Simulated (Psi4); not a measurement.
thiourea (CH₄N₂S), singlet, at a GFN2-xTB geometry. Base run: BLYP/def2-SV(P) (Psi4).

The Psi4 input:
```
memory 2 GB

molecule {
0 1
  N     0.84063889   -1.21868002   -0.43521389
  C    -0.07340802   -0.30783895   -0.02671367
  N    -1.31379611   -0.76552040    0.26302879
  S     0.30715846    1.28807913    0.11177703
  H     0.67514581   -2.20504393   -0.31991705
  H     1.79486212   -0.90665769   -0.49376199
  H    -1.60346404   -1.68788922   -0.01790421
  H    -2.02853056   -0.07323863    0.40872847
}

set basis def2-sv(p)

energy('blyp')
print_variables()
```

The base run was repeated with changes; each row names its change, and settings that it needs were set with it.

```json
[
 {"change": "base", "ΔE vs base (eV)": "0.00", "point group used": "c1", "SCF cycles": "9"},
 {"change": "molecule keys = symmetry c1", "ΔE vs base (eV)": "0.00", "point group used": "c1", "SCF cycles": "9"},
 {"change": "molecule keys = no_reorient", "ΔE vs base (eV)": "0.00", "point group used": "c1", "SCF cycles": "9"},
 {"change": "molecule keys = symmetry c1, no_reorient, no_com", "ΔE vs base (eV)": "0.00", "point group used": "c1", "SCF cycles": "9"},
 {"change": "jitter_ang = 0.002", "ΔE vs base (eV)": "0.00", "point group used": "c1", "SCF cycles": "10"}
]
```
